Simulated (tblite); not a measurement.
Compound: C7H10O2Si.
Atom-mapped SMILES: `[CH2:1]=[CH:2][CH2:3][C:4]1=[CH:5][O:6][C:7](=[O:8])[SiH2:9][CH2:10]1` (hydrogens: H11, H12 on C1; H13 on C2; H14, H15 on C3; H16 on C5; H17, H18 on Si9; H19, H20 on C10)

Computed geometry: GFN2-xTB, gas phase.

(1) What internal coordinates does the optimisation give?

## Answers

(1) 
```tsv
bond	length (bohr)
C1=C2	2.493
C2–C3	2.837
C3–C4	2.849
C4=C5	2.513
C5–O6	2.592
O6–C7	2.550
C7=O8	2.280
C7–Si9	3.625
Si9–C10	3.591
C4–C10	2.838
C1–H11	2.035
C1–H12	2.037
C2–H13	2.045
C3–H14, C3–H15	2.064
C5–H16	2.045
Si9–H17, Si9–H18	2.762
C10–H19, C10–H20	2.065
```

Bonds in one row agree within 0.02 bohr and their mean is given. A selection of angles:
```tsv
angle	degrees
C1–C2–C3	124.5
C2–C3–C4	109.6
C3–C4–C5	119.6
C3–C4–C10	116.2
C5–C4–C10	124.1
C4–C5–O6	129.9
C5–O6–C7	123.6
O6–C7–O8	118.1
O6–C7–Si9	118.5
O8–C7–Si9	123.4
C7–Si9–C10	100.3
C4–C10–Si9	110.3
```

Torsions: C1–C2–C3–C4 115° (anticlinal); C2–C3–C4–C5 106° (anticlinal); C3–C4–C5–O6 -176° (antiperiplanar); C4–C5–O6–C7 -17° (synperiplanar); C5–O6–C7–O8 179° (antiperiplanar); O6–C7–Si9–C10 26° (synperiplanar); C7–Si9–C10–C4 -37° (synclinal); C3–C4–C10–Si9 -154° (antiperiplanar). The mirror-image conformer, all signs reversed, is as good.

The 3 C–O bonds span 1.206 Å (C7=O8, drawn double) to 1.372 Å (C5–O6, drawn single), a spread of 0.166 Å. Si9 (SiH2 silicon) is distorted tetrahedral (angles from 100.3° to 113.5°). The 6-membered ring C4–C5–O6–C7–Si9–C10 has internal angles of 100.3° to 129.9° (sum 707°, against 720° for a flat polygon); it is puckered, 0.18 Å rms from its mean plane, widest ring torsion 37°. The C–C distances run from 1.319 Å (C1=C2, drawn double) to 1.508 Å (C3–C4, drawn single), a spread of 0.189 Å. Of the pairs four or more bonds apart, H15···H16 is among the closest relative to their van der Waals radii: 2.30 Å, 96 % of the sum of Bondi's values.

Point group: C1 (no symmetry element, even within 0.4 Å). Its GFN2-xTB frequencies are all real (lowest 31 cm⁻¹). The numbers are those of one conformer. 2 starts were optimised and ended at 0.00 and 0.82 kcal/mol (GFN2-xTB); the lowest of these is shown.

The run took 0.81 s on one thread of an Intel Xeon 6975P-C, shared host with 192 logical CPUs at a one-minute load of 58. These figures are those of the optimisation.
